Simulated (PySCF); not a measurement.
# Working out the excitation energy of Kr⁺

Kr⁺ [Ar] 3d10 4s2 4p5 (2P) → Kr⁺ [Ar] 3d10 4s2 4p4 5s1 (4P). Computed with PySCF 2.14 in aug-cc-pwCVDZ-PP with ECP10MDF, with scalar relativity through the core potential. Frozen: 3s2 3p6 3d10. Energies in hartree (1 hartree = 27.21139 eV):

```json
{"part": "UHF", "Kr⁺ (lower)": "-461.697680", "Kr⁺ (upper)": "-461.204436"}
{"part": "CCSD correlation", "Kr⁺ (lower)": "-0.123432", "Kr⁺ (upper)": "-0.117744"}
{"part": "(T)", "Kr⁺ (lower)": "-0.001832", "Kr⁺ (upper)": "-0.002013"}
```

Task: What does Hartree-Fock give?

Result: (-461.204436) − (-461.697680) = 0.493244 hartree = 13.422 eV.

Task: What do CCSD and CCSD(T) give?

Result: The CCSD correlation energies differ by 0.005688 hartree = 0.155 eV and the triples by -0.000181 hartree = -0.005 eV, so CCSD gives 13.577 eV and CCSD(T) 13.572 eV.

Measured between the centres of the two terms (NIST): 13.959 eV, so CCSD(T) (valence) is off by -0.387 eV.

A double-zeta basis recovers only part of the correlation energy.

What remains against the reference includes basis incompleteness, the frozen core and higher excitations.
